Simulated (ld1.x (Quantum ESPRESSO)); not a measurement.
Reading a pseudo-wave (I (Z = 53))

Columns: radius, all-electron u(r) and pseudo u(r) of the 5p shell (level -7.09 eV) of iodine in the configuration [Kr] 4d10 5s2 5p5; PBE, scalar-relativistic, ultrasoft scheme, ld1.x (Quantum ESPRESSO) 7.5.

| r (bohr) | all-electron | pseudo |
| --- | --- | --- |
| 0.108 | 0.0396 | -0.0067 |
| 0.215 | -0.2130 | -0.0261 |
| 0.322 | -0.0897 | -0.0574 |
| 0.430 | 0.1500 | -0.0996 |
| 0.538 | 0.3038 | -0.1504 |
| 0.645 | 0.3312 | -0.2072 |
| 0.752 | 0.2621 | -0.2679 |
| 0.860 | 0.1364 | -0.3308 |
| 0.968 | -0.0113 | -0.3931 |
| 1.075 | -0.1573 | -0.4523 |
| 1.182 | -0.2905 | -0.5072 |
| 1.290 | -0.4061 | -0.5571 |
| 1.398 | -0.5009 | -0.6004 |
| 1.505 | -0.5750 | -0.6365 |
| 1.612 | -0.6308 | -0.6656 |
| 1.720 | -0.6708 | -0.6879 |
| 1.828 | -0.6963 | -0.7031 |
| 1.935 | -0.7097 | -0.7115 |
| 2.042 | -0.7132 | -0.7133 |
| 2.150 | -0.7084 | -0.7084 |
| 2.258 | -0.6971 | -0.6971 |
| 2.365 | -0.6807 | -0.6807 |
| 2.472 | -0.6606 | -0.6606 |
| 2.580 | -0.6372 | -0.6372 |
| 2.688 | -0.6118 | -0.6118 |
| 2.795 | -0.5854 | -0.5854 |

How many radial nodes do the two functions have?

The all-electron 5p function has n − l − 1 = 3; the pseudo-wave has 0, since the states of the same l below it are removed with the core.

At about which radius was the pseudo-wave matched?

2.15 bohr. The columns agree to 0.0005 from 2.04 bohr on; several derivatives are matched, so the curves merge somewhat inside the radius.

Where does each function peak?

Outermost all-electron maximum near 2.04 bohr, pseudo maximum near 2.04 bohr (to the table’s step).

Is the pseudo-wave norm-conserving?

No, it belongs to an ultrasoft set: the norm inside the radius is not constrained, and the difference is carried by the augmentation charge.
